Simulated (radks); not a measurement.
Values are calculated unless marked as measured or tabulated.
The argon ion Ar12+, configuration [He] 2s2 2p2. Level of theory: Dirac Kohn-Sham, BLYP, spin-unpolarised, spherical densities, point nucleus; open shells fill j = l - 1/2 first (a radial shooting solver on a logarithmic mesh with Libxc functionals). Some entries of the table are withheld. Estimate them.

| orbital | occ. | eigenvalue (hartree) | r(max) (bohr) |
|---|---|---|---|
| 1s1/2 | 2 | -133.5314 | 0.05598 |
| 2s1/2 | 2 | -25.63420 | (1) |
| 2p1/2 | 2 | -23.87025 | (2) |
| 2p3/2 | 0 | -23.76096 | (3) |

Answer. 
(1) 2s1/2 r(max) (bohr): 0.3192
(2) 2p1/2 r(max) (bohr): 0.2560
(3) 2p3/2 r(max) (bohr): 0.2576
